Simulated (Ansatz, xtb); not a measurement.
# HNOSSi: which of two structures lies lower

Structure a: `N1[Si]OS1`, a singlet. Structure b: a triplet given by its coordinates. Both are isolated molecules in the gas phase, relaxed with B3LYP/6-31G*.

a (Å):

```xyz
5

N    -1.2807   -0.1482   -0.5536
O     0.1600    1.0185    0.7672
S    -0.4697    1.3700   -0.7546
Si   -0.6222   -0.5148    1.0369
H    -1.9016   -0.5252   -1.2606
```

b (Å):

```xyz
5

N    -0.5849    0.9288    0.4838
O    -1.2183   -0.9570   -1.2388
S    -0.3462    2.0083    1.5921
Si   -0.0182    0.1766   -1.0132
H    -1.9278   -0.9867   -0.5747
```

Close contacts (Å): N1–S3 1.57, N1–Si4 1.77, O2–Si4 1.67, O2–H5 0.97.

Q: Which of the two would you expect CCSD(T)/def2-TZVPP electronic energies to favour?

A: Structure b; the calculation gives E(b) − E(a) = −12.8 kJ/mol.

How the difference moves with the method:

```json
{"level": "B3LYP/6-31G*", "geometry": "B3LYP/6-31G*", "E(b) − E(a) (kJ/mol)": "−29.4", "departure from the last row (kJ/mol)": "−16.6", "job, with rough time for the two": "optimisation, 58 s"}
{"level": "HF/def2-TZVPP", "geometry": "B3LYP/6-31G*", "E(b) − E(a) (kJ/mol)": "−83.6", "departure from the last row (kJ/mol)": "−70.8", "job, with rough time for the two": "part of the CCSD(T) run"}
{"level": "MP2/def2-TZVPP", "geometry": "B3LYP/6-31G*", "E(b) − E(a) (kJ/mol)": "−2.6", "departure from the last row (kJ/mol)": "+10.2", "job, with rough time for the two": "part of the CCSD(T) run"}
{"level": "CCSD(T)/def2-TZVPP", "geometry": "B3LYP/6-31G*", "E(b) − E(a) (kJ/mol)": "−12.8", "departure from the last row (kJ/mol)": "", "job, with rough time for the two": "single point, 11 min"}
```

None of the levels shown reverses the order. The largest departure from CCSD(T)/def2-TZVPP is that of HF/def2-TZVPP, 70.8 kJ/mol. Levels run at GFN2-xTB geometries aren't shown. The triplet state of b needn't be its ground state.

With harmonic frequencies from B3LYP/6-31G* (ideal gas, rigid rotor, one conformer each, 298.15 K, 1 atm): on the last row, ΔE + ΔZPE = −16.8, ΔH = −14.5, ΔG = −23.6 kJ/mol.

The T1 diagnostic of structure a is large, so the coupled-cluster value is less sure. Open shells are spin-unrestricted. The correlated steps freeze 12 core orbitals. ΔG holds the spin degeneracy. Codes used: Ansatz 0.2.0; the last row on 1 thread of Arm Neoverse V1 on a shared host.
